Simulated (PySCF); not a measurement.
PySCF input for CH4BBrO2, SMILES COB(Br)O, TDDFT-LC-ωPBE/def2-SVPD. Geometry: B3LYP-D3(BJ)/def2-SVP. The structure was generated by enumeration, and PubChem lists no compound with its InChIKey, so it may never have been made. One conformer was computed; it need not be the lowest.

```python
import numpy as np
from pyscf import gto, scf, dft, tdscf

mol = gto.M(
    atom='''
    B    -0.41494513   -0.42317587    0.12773376
    Br    0.76427683    1.13690889    0.16070068
    O    -1.28723942   -0.63870283    1.14329377
    H    -1.24681233    0.03406987    1.83307916
    O    -0.31557256   -1.24540147   -0.92543994
    C    -1.11096737   -2.41168126   -1.07516152
    H    -1.70875671   -2.32078117   -1.99539326
    H    -0.44699311   -3.28420391   -1.17467052
    H    -1.78410133   -2.56209450   -0.21806965
    ''',
    basis='def2-SVPD',
    charge=0,
    spin=0,
    max_memory=1600,
    verbose=4,
)
mf = dft.RKS(mol, xc='lc_wpbe').density_fit(auxbasis='def2-universal-jkfit')
mf.grids.level = 3
mf.conv_tol = 1e-9
mf.max_cycle = 100
mf.kernel()
mf.grids = dft.Grids(mol).set(level=1).build(with_non0tab=True)  # coarser grid for the response kernel
td = tdscf.TDDFT(mf)
td.singlet = True
td.nstates = 10
td.conv_tol = 1e-4
td.positive_eig_threshold = 1e-6
td.kernel(x0=td.get_init_guess(mf, 15))
td.analyze()
tt = tdscf.TDA(mf)
tt.singlet = False
tt.nstates = 4
tt.conv_tol = 1e-4
tt.positive_eig_threshold = 1e-6
tt.kernel(x0=tt.get_init_guess(mf, 9))
tt.analyze(verbose=3)
```

Output:

```
PySCF version 2.14.0

[INPUT] verbose = 4
[INPUT] num. atoms = 9
[INPUT] num. electrons = 66
[INPUT] charge = 0
[INPUT] spin (= nelec alpha-beta = 2S) = 0
[INPUT] symmetry False subgroup None
[INPUT] Mole.unit = angstrom
[INPUT] Symbol           X                Y                Z      unit          X                Y                Z       unit  Magmom
[INPUT]  1 B     -0.414945130000  -0.423175870000   0.127733760000 AA   -0.784132652422  -0.799686496825   0.241381823261 Bohr   0.0
[INPUT]  2 Br     0.764276830000   1.136908890000   0.160700680000 AA    1.444273892051   2.148446430683   0.303680273231 Bohr   0.0
[INPUT]  3 O     -1.287239420000  -0.638702830000   1.143293770000 AA   -2.432529960544  -1.206973423685   2.160512105221 Bohr   0.0
[INPUT]  4 H     -1.246812330000   0.034069870000   1.833079160000 AA   -2.356133832431   0.064382723400   3.464017577048 Bohr   0.0
[INPUT]  5 O     -0.315572560000  -1.245401470000  -0.925439940000 AA   -0.596345710828  -2.353467693431  -1.748828031334 Bohr   0.0
[INPUT]  6 C     -1.110967370000  -2.411681260000  -1.075161520000 AA   -2.099424062628  -4.557417081146  -2.031760812471 Bohr   0.0
[INPUT]  7 H     -1.708756710000  -2.320781170000  -1.995393260000 AA   -3.229082195413  -4.385640806348  -3.770746772203 Bohr   0.0
[INPUT]  8 H     -0.446993110000  -3.284203910000  -1.174670520000 AA   -0.844694557468  -6.206245927126  -2.219805569400 Bohr   0.0
[INPUT]  9 H     -1.784101330000  -2.562094500000  -0.218069650000 AA   -3.371462892172  -4.841656910254  -0.412091914580 Bohr   0.0

nuclear repulsion = 305.768203030847
number of shells = 65
number of NR pGTOs = 249
number of NR cGTOs = 159
basis = def2-SVPD
ecp = {}


[settings echo left out]
init E= -2788.67541933028
  HOMO = -0.390203245741257  LUMO = 0.0149775410825677  gap/eV = 11.02553
cycle= 1 E= -2789.04171472031  delta_E= -0.366  |g|= 0.783  |ddm|= 3.98
  HOMO = -0.362450107440407  LUMO = 0.0496170520139039  gap/eV = 11.21292
cycle= 2 E= -2789.06410185554  delta_E= -0.0224  |g|= 0.774  |ddm|= 1.49
  HOMO = -0.40215940749906  LUMO = 0.0498101516911991  gap/eV = 12.29872
cycle= 3 E= -2789.1667287926  delta_E= -0.103  |g|= 0.0578  |ddm|= 0.69
  HOMO = -0.408726599422688  LUMO = 0.0519328619818311  gap/eV = 12.53518
cycle= 4 E= -2789.16757728626  delta_E= -0.000848  |g|= 0.0204  |ddm|= 0.106
  HOMO = -0.407861038361341  LUMO = 0.0515808956134833  gap/eV = 12.50205
cycle= 5 E= -2789.1677039001  delta_E= -0.000127  |g|= 0.00762  |ddm|= 0.036
  HOMO = -0.40774681801413  LUMO = 0.0515857541007816  gap/eV = 12.49908
cycle= 6 E= -2789.16771672508  delta_E= -1.28e-05  |g|= 0.00266  |ddm|= 0.0107
  HOMO = -0.407715961393096  LUMO = 0.0516245817744085  gap/eV = 12.49929
cycle= 7 E= -2789.16771837124  delta_E= -1.65e-06  |g|= 0.000806  |ddm|= 0.0041
  HOMO = -0.407709326054982  LUMO = 0.0516126234997811  gap/eV = 12.49879
cycle= 8 E= -2789.16771859949  delta_E= -2.28e-07  |g|= 0.000236  |ddm|= 0.00162
  HOMO = -0.407731709527719  LUMO = 0.0516127379420905  gap/eV = 12.49940
cycle= 9 E= -2789.16771861785  delta_E= -1.84e-08  |g|= 6.16e-05  |ddm|= 0.000531
  HOMO = -0.407724033244543  LUMO = 0.0516131644054214  gap/eV = 12.49920
cycle= 10 E= -2789.16771861997  delta_E= -2.11e-09  |g|= 1.3e-05  |ddm|= 0.000234
  HOMO = -0.407724698524582  LUMO = 0.0516134401785142  gap/eV = 12.49923
cycle= 11 E= -2789.16771862013  delta_E= -1.66e-10  |g|= 4.06e-06  |ddm|= 5.27e-05
  HOMO = -0.407724475861911  LUMO = 0.051613298744249  gap/eV = 12.49922
Extra cycle  E= -2789.16771862015  delta_E= -1.86e-11  |g|= 2.19e-06  |ddm|= 1.22e-05
converged SCF energy = -2789.16771862015
tot grids = 37944
Overwritten attributes  positive_eig_threshold  of <class 'pyscf.tdscf.rks.TDDFT'>


******** <class 'pyscf.tdscf.rks.TDDFT'> for <class 'pyscf.df.df_jk.DFRKS'> ********
nstates = 10 singlet
deg_eia_thresh = 1.000e-03
wfnsym = None
conv_tol = 0.0001
eigh lindep = 1e-12
eigh level_shift = 0
eigh max_cycle = 100


Excitation energies (eV)
[7.97048265 8.01362851 8.08799905 8.38515408 8.45827892 8.52540258
 8.82383949 9.23351148 9.38153558 9.4821995 ]

** Singlet excitation energies and oscillator strengths **
Excited State   1:      7.97048 eV    155.55 nm  f=0.0712
      33 -> 34       -0.58824
      33 -> 35       -0.26631
      33 -> 45        0.21322
      33 -> 46        0.11109
Excited State   2:      8.01363 eV    154.72 nm  f=0.0619
      32 -> 34        0.56973
      32 -> 35        0.26701
      32 -> 45       -0.22224
      32 -> 46       -0.10509
Excited State   3:      8.08800 eV    153.29 nm  f=0.0000
      33 -> 39       -0.68340
      33 -> 43        0.13480
Excited State   4:      8.38515 eV    147.86 nm  f=0.0455
      32 -> 39       -0.32299
      33 -> 34        0.22170
      33 -> 35       -0.39645
      33 -> 41       -0.26441
      33 -> 42        0.21653
      33 -> 51       -0.11233
Excited State   5:      8.45828 eV    146.58 nm  f=0.0121
      32 -> 34        0.30467
      32 -> 35       -0.39396
      32 -> 38       -0.10016
      32 -> 41       -0.32391
      32 -> 42        0.22443
      32 -> 45        0.11454
      32 -> 47       -0.11920
Excited State   6:      8.52540 eV    145.43 nm  f=0.1271
      32 -> 37       -0.12349
      32 -> 39       -0.57009
      33 -> 34       -0.16069
      33 -> 35        0.17936
      33 -> 41        0.16557
      33 -> 42       -0.11588
Excited State   7:      8.82384 eV    140.51 nm  f=0.0104
      31 -> 34       -0.57562
      31 -> 35        0.12400
      31 -> 36        0.12633
      31 -> 42        0.11747
      31 -> 47        0.10890
      32 -> 36       -0.19620
Excited State   8:      9.23351 eV    134.28 nm  f=0.0019
      30 -> 39       -0.66887
      30 -> 43        0.11503
Excited State   9:      9.38154 eV    132.16 nm  f=0.0312
      29 -> 36       -0.12211
      30 -> 34        0.54343
      30 -> 35       -0.10742
      30 -> 36       -0.12092
      31 -> 39        0.12020
      32 -> 37        0.10044
      33 -> 36        0.21047
Excited State  10:      9.48220 eV    130.75 nm  f=0.1980
      30 -> 34       -0.25087
      31 -> 39        0.49302
      32 -> 37        0.11977
      33 -> 36        0.28770
      33 -> 38        0.15822

** Transition electric dipole moments (AU) **
state          X           Y           Z        Dip. S.      Osc.
  1         0.2469     -0.1607     -0.5273      0.3648      0.0712
  2         0.3895     -0.2975      0.2742      0.3154      0.0619
  3         0.0044     -0.0040     -0.0003      0.0000      0.0000
  4         0.0699      0.3586      0.2966      0.2214      0.0455
  5         0.1697     -0.1252      0.1171      0.0582      0.0121
  6         0.5001      0.5957     -0.0582      0.6083      0.1271
  7         0.1515     -0.1158      0.1084      0.0481      0.0104
  8        -0.0660      0.0409     -0.0479      0.0083      0.0019
  9        -0.2416     -0.2741      0.0492      0.1359      0.0312
 10         0.1819      0.7268      0.5396      0.8525      0.1980

** Transition velocity dipole moments (imaginary part, AU) **
state          X           Y           Z        Dip. S.      Osc.
  1         0.0726     -0.0473     -0.1551      0.0316      0.0719
  2         0.1170     -0.0894      0.0823      0.0284      0.0644
  3         0.0026     -0.0022      0.0008      0.0000      0.0000
  4         0.0223      0.1077      0.0873      0.0197      0.0427
  5         0.0479     -0.0352      0.0330      0.0046      0.0099
  6         0.1559      0.1868     -0.0169      0.0595      0.1266
  7         0.0504     -0.0386      0.0360      0.0053      0.0109
  8        -0.0245      0.0155     -0.0177      0.0012      0.0023
  9        -0.0850     -0.0967      0.0170      0.0169      0.0326
 10         0.0629      0.2502      0.1853      0.1009      0.1930

** Transition magnetic dipole moments (imaginary part, AU) **
state          X           Y           Z
  1         0.3862     -0.2962      0.2705
  2        -0.1993      0.1038      0.3972
  3        -0.1022     -0.2320     -0.1034
  4        -0.5448      0.4214     -0.3823
  5        -0.1325      0.1788      0.3895
  6         0.3688     -0.2815      0.2469
  7         0.1803     -0.4462     -0.7609
  8        -0.0337     -0.7043     -0.7276
  9        -0.4286      0.3358     -0.2949
 10         0.2537     -0.1878      0.1504
Overwritten attributes  positive_eig_threshold  of <class 'pyscf.tdscf.rks.TDA'>


******** <class 'pyscf.tdscf.rks.TDA'> for <class 'pyscf.df.df_jk.DFRKS'> ********
nstates = 4 triplet
deg_eia_thresh = 1.000e-03
wfnsym = None
conv_tol = 0.0001
eigh lindep = 1e-12
eigh level_shift = 0
eigh max_cycle = 100


Excitation energies (eV)
[7.55962293 7.63630262 7.66321362 7.90981577]

** Triplet excitation energies and oscillator strengths **
Excited State   1:      7.55962 eV    164.01 nm  f=0.0000
Excited State   2:      7.63630 eV    162.36 nm  f=0.0000
Excited State   3:      7.66321 eV    161.79 nm  f=0.0000
Excited State   4:      7.90982 eV    156.75 nm  f=0.0000
```

The calculation finished and met its thresholds.
